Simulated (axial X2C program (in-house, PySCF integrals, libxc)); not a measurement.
# Potential curves of SiBr⁺, 2c

All values were computed with an in-house relativistic program for diatomic molecules. Two-component (2c) means X2C with spin–orbit coupling and atomic mean-field two-electron Coulomb and Gaunt terms. Basis: Br dyall-cv3z [8s9p6d4f1g], Si dyall-v3z [8s7p2d1f] (cores contracted in-house); Gaussian nuclei, density fitting, unrestricted open shells. Masses: Br 78.918 u, Si 27.977 u.

State: Ω = 0 (closed shell). Energies in eV from the fragments at the same level (Br + Si+). Fits are polynomials in 1 − R0/R over 0.85 to 1.23 times the lowest point R0.

```json
{"R (Å)": "1.8435", "HF": "-1.8454"}
{"R (Å)": "1.9283", "HF": "-2.5307"}
{"R (Å)": "1.9919", "HF": "-2.8164"}
{"R (Å)": "2.0554", "HF": "-2.9551"}
{"R (Å)": "2.1190", "HF": "-2.9811"}
{"R (Å)": "2.1932", "HF": "-2.9037"}
{"R (Å)": "2.2673", "HF": "-2.7413"}
{"R (Å)": "2.3627", "HF": "-2.4461"}
{"R (Å)": "2.4792", "HF": "-2.0043"}
{"R (Å)": "2.6488", "HF": "-1.2893"}
```

Occupations by symmetry block were frozen at the best pattern of an incomplete PBE0 search. Closed shells are restricted here (equal orbitals for both partners); the stretched side of such a curve lies too high. Dissociation energies refer to the lowest single-determinant-based atoms at the same level and basis.

(1) What are Re, ωe and De at the HF level?

Results:

(1) At HF, 2c: Re = 2.104 Å, ωe ≈ 546 cm⁻¹, De = 2.98 eV to Br + Si+; Be follows as 0.184 cm⁻¹.
